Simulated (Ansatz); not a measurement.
`CCP(CC)C(C)C` at its PBE0-D4/def2-TZVP geometry, where that method's forces vanish. Total charge 0; spin multiplicity 1.

```xyz
25

C     0.3192    2.4713   -1.5456
C     0.5677    0.9734   -1.4449
P     0.6815    0.3704    0.2987
C    -1.0961    0.3997    0.8235
C    -1.4673    1.6567    1.5984
C     0.9597   -1.4501    0.0099
C    -0.1039   -2.1788   -0.7977
C     1.2019   -2.1401    1.3469
H    -0.6731    2.7377   -1.1752
H     1.0521    3.0348   -0.9631
H     0.3799    2.8099   -2.5830
H     1.5273    0.7253   -1.9115
H    -0.2054    0.4261   -1.9939
H    -1.2487   -0.4753    1.4637
H    -1.7502    0.2686   -0.0450
H    -2.5101    1.6243    1.9254
H    -1.3377    2.5588    0.9970
H    -0.8377    1.7671    2.4840
H     1.9015   -1.4712   -0.5538
H     0.1862   -3.2224   -0.9564
H    -1.0632   -2.1863   -0.2738
H    -0.2614   -1.7304   -1.7802
H     1.9989   -1.6516    1.9113
H     1.4783   -3.1881    1.1975
H     0.3008   -2.1299    1.9679
```

Q: What forces (eV/Å) does ωB97M-V/def2-TZVPP give on these atoms in Ansatz 0.2.0? (An estimate is asked.)

A: The calculation gave: 
```
C1  -0.033  0.212 -0.028
C2   0.014 -0.236 -0.061
P3   0.045  0.023  0.047
C4  -0.004 -0.204 -0.126
C5  -0.069  0.176  0.116
C6   0.126  0.174 -0.094
C7  -0.131 -0.102 -0.105
C8   0.037 -0.108  0.166
H9   0.059 -0.021 -0.022
H10 -0.049 -0.037 -0.037
H11 -0.006 -0.019  0.085
H12 -0.061  0.015  0.022
H13  0.054  0.051  0.036
H14 -0.003  0.050 -0.038
H15  0.033  0.005  0.051
H16  0.084  0.010 -0.022
H17 -0.006 -0.057  0.040
H18 -0.043 -0.010 -0.058
H19 -0.059 -0.008  0.034
H20 -0.023  0.074  0.014
H21  0.051  0.006 -0.021
H22  0.008 -0.034  0.064
H23 -0.051 -0.037 -0.036
H24 -0.020  0.074  0.014
H25  0.047  0.002 -0.041
```
